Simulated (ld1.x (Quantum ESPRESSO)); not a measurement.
## Before and after: PAW potential for germanium (Ge)

* Element: germanium
* Generator: ld1.x (Quantum ESPRESSO) 7.5
* Type: PAW
* Functional: PBEsol
* Relativity: non-relativistic
* Frozen core: [Ar] 3d10
* Valence charge: 4
* Reference configuration: 4s1 4p3
* Partial waves: 4s (bound): rcut 1.55, rcutus 1.95 bohr; 4s channel at 3.55 Ry: rcut 1.55, rcutus 1.95 bohr; 4p (bound): rcut 1.25, rcutus 1.75 bohr; 4p channel at 0.35 Ry: rcut 1.25, rcutus 1.75 bohr; 4d channel at 0.15 Ry: rcut 1.85, rcutus 1.95 bohr; 4d channel at 1.7 Ry: rcut 1.85, rcutus 1.95 bohr
* Local potential: all-electron potential smoothed inside 1.90 bohr (lloc = -1)
* Core correction: Bessel-smoothed model core, default radius (core density twice the valence density)
* Augmentation charge: PSQ, inside the norm-conserving radii

Change: core correction a·sin(br)/r model core, default radius (ld1.x builds one for every PAW set, though the input has nlcc=.false.).

Cutoffs: the cutoffs (Ry, on a coarse ladder) from which the occupation-weighted sum of valence levels, in a spherical-Bessel basis at the reference potential, stays within 10 and 1 mRy of its value at 400 Ry; they do not see the model core or the augmentation charge, which bear on the density cutoff. Errors are all-electron minus pseudo energies relative to the spin-unpolarised reference configuration.

Problem. How do hardness, ghosts and transferability respond?

Solution. The potential gets neither clearly harder nor softer (6 Ry and 15 Ry → 6 Ry and 15 Ry); both files keep a bound ghost (d); of the 7 tests that both files solve, the error grows in 4 and shrinks in 3 by more than 15 % and 0.3 meV (median size 9.3 → 10.9 meV). The default core radius of the base comes out at 1.41 bohr. A model core, the more so a compact one, raises the density cutoff, which this test does not measure.

| quantity | base | changed |
| --- | --- | --- |
| cutoff, loose | 6 Ry | 6 Ry |
| cutoff, tight | 15 Ry | 15 Ry |
| bound ghosts | d | d |
| error for 4s2 4p2, meV [ΔE -7.60 eV] | -9.3 | -12 |
| error for 4s2 4p1, meV [ΔE -0.11 eV] | -2.2 | +6.6 |
| error for 4s2 4p0, meV [ΔE 15.35 eV] | -19 | +11 |
| error for 4s2 4p1.5, meV [ΔE -4.77 eV] | -5.6 | -3.3 |
| error for 4s1 4p2, meV [ΔE 8.20 eV] | -5.4 | +7.8 |
| error for 4s1 4p0, meV [ΔE 49.59 eV] | -208 | -142 |
| error for 4s2 4p2.3, meV [ΔE -8.49 eV] | -11 | -15 |
| s: phases at 2.15 bohr within 0.05 rad from the reference energy up to (Ry; the scan ends near 5) | to the end of the scan | to the end of the scan |
| p: phases at 2.15 bohr within 0.05 rad from the reference energy up to (Ry; the scan ends near 5) | to the end of the scan | to the end of the scan |
| d: phases at 2.15 bohr within 0.05 rad from the reference energy up to (Ry; the scan ends near 5) | to the end of the scan | to the end of the scan |
| lowest overlap eigenvalue by channel | s 0.56, p 0.64, d 0.91 | s 0.56, p 0.64, d 0.91 |

 A true bound ghost makes a file unfit for plane-wave use even where its test errors are small: the radial tests pick states by their node count and pass the ghost by.
